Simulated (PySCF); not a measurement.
Species: Cu(PH3)I (singlet state).
Bonds: Cu1–P2, Cu1–I6. Hydrogens: H3, H4, H5 on P2.

Theory: PBE0-D3(BJ)/def2-SVP geometry optimisation, gas phase, def2 core potentials past Kr (PySCF 2.14.0).

(1) What internal coordinates does the optimisation give?

Results:

(1) 
```
               bond  length (bohr)
             Cu1–P2          4.141
             Cu1–I6          4.542
P2–H3, P2–H4, P2–H5          2.681
```

Bonds in one row agree within 0.02 bohr and their mean is given. A selection of angles:
```
    angle  degrees
P2–Cu1–I6    179.6
Cu1–P2–H3    119.1
 H3–P2–H4     98.2
```

P2 (phosphorus bonded to Cu and 3 H) is distorted tetrahedral (angles from 98.2° to 119.4°).

Point group: C3v (every atom within 0.08 Å of its image). PBE0-D3(BJ)/def2-SVP frequencies: not computed here.

On one thread, Arm Neoverse N1 (aarch64), shared host with 32 logical CPUs at a one-minute load of 13, this took 35 s of wall time and 0.36 GiB of memory at its peak. This is the geometry optimisation.
